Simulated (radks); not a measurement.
Q: The mean radii <r> (bohr) of the occupied orbitals of an atom or ion are listed with their occupations. Method: scalar-relativistic Kohn-Sham, BLYP, spin-polarised, spherical densities, point nucleus; computed with a radial shooting solver on a logarithmic mesh with Libxc functionals.

| orbital | occ. | <r> |
|---|---|---|
| 1s up | 1 | 0.03517 |
| 1s down | 1 | 0.03517 |
| 2s up | 1 | 0.1537 |
| 2s down | 1 | 0.1537 |
| 2p up | 3 | 0.1339 |
| 2p down | 3 | 0.1339 |
| 3s up | 1 | 0.4289 |
| 3s down | 1 | 0.4288 |
| 3p up | 3 | 0.4305 |
| 3p down | 3 | 0.4303 |
| 3d up | 5 | 0.4149 |
| 3d down | 5 | 0.4144 |
| 4s up | 1 | 1.081 |
| 4p up | 3 | 1.184 |
| 4p down | 3 | 1.188 |
| 4d up | 3 | 1.497 |
| 5d up | 1 | 3.919 |

Name the element and its charge. Open shells, if any, are filled with parallel spins first.

A: Z = 42, molybdenum, charge +3: Mo3+ in [Ar] 3d10 4s1 4p6 4d3 5d1. The 1s radius gives Z: for a bare nucleus <r> = (2 gamma + 1)/(2Z) with gamma = sqrt(1 - (Z/c)^2), 0.03457 bohr for Z = 42, and screening makes it slightly larger (0.03517 here). The occupations add up to 39, and the charge is Z minus that.
